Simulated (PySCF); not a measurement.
## Pd: ionisation energy

Pd [Kr] 4d10 (1S) → Pd+ [Kr] 4d9 (2D), as a difference of total energies. All numbers are calculated (PySCF 2.14, scalar relativity by spin-free X2C-1e, in x2c-TZVPPall with one added diffuse shell each of s, p, d, f type (9s7p7d3f1g, 95 functions)). Correlated levels: valence: [Kr] frozen. The calculations carry no spin-orbit coupling.

| method | ionisation energy (eV) | error (eV) |
| --- | --- | --- |
| UHF | 6.267 | -2.245 |
| MP2 (valence) | 8.675 | +0.163 |
| SCS-MP2 (valence) | 8.423 | -0.089 |
| CCSD (valence) | 8.076 | -0.436 |
| CCSD(T) (valence) | 8.288 | -0.224 |

Reference: 8.512 eV (measured; NIST levels, between the centres of gravity of the two terms).

Errors of the correlated levels include the incompleteness of this basis and the frozen core.
